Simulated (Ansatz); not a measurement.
Computed with Ansatz on PBE0-D4/def2-TZVP structures; ΔE is electronic, products minus reactants. CBS: MP2 limit from def2 TZ/QZ plus the TZ coupled-cluster correction, frozen cores. This one scheme is used for every species. DFT in def2-TZVPP. HSE06 is defined as in plane-wave codes. One conformer a species, not always the lowest.

Consider the ligand exchange at the Al–S bond: `[SiH3][S][AlH][SH]` + H₂S → `[SH][AlH][SH]` + `[SiH3]S`.

```csv
level,ΔE (kcal/mol)
PBE-D4,1.7
BLYP-D4,1.8
HSE06-D4,1.7
B2PLYP,0.7
BLYP,-0.7
LC-ωPBE,0.6
HF/def2-SVP,0.3
CCSD(T)/def2-SVP,1.9
```

Question: What does CCSD(T)/CBS give? (Best estimate.)

Answer: The calculation gave: +1.9 kcal/mol. The listed levels differ from it by -0.2, -0.1, -0.2, -1.2, -2.6, -1.3, -1.6, 0.0 kcal/mol.

Largest T1 diagnostic among the species: 0.012.

From BLYP to BHLYP (50 % exact exchange), in def2-TZVPP and without D4, ΔE moves by +0.7 kcal/mol. The D4 term adds +2.0 kcal/mol with B3LYP and +1.2 kcal/mol with PBE0; it sums over pairs of atoms, weighted by their polarisabilities, and B3LYP, whose exchange is more repulsive, gets the larger term.

B3LYP here is the variant with VWN-RPA as its local correlation; programs differ in this.
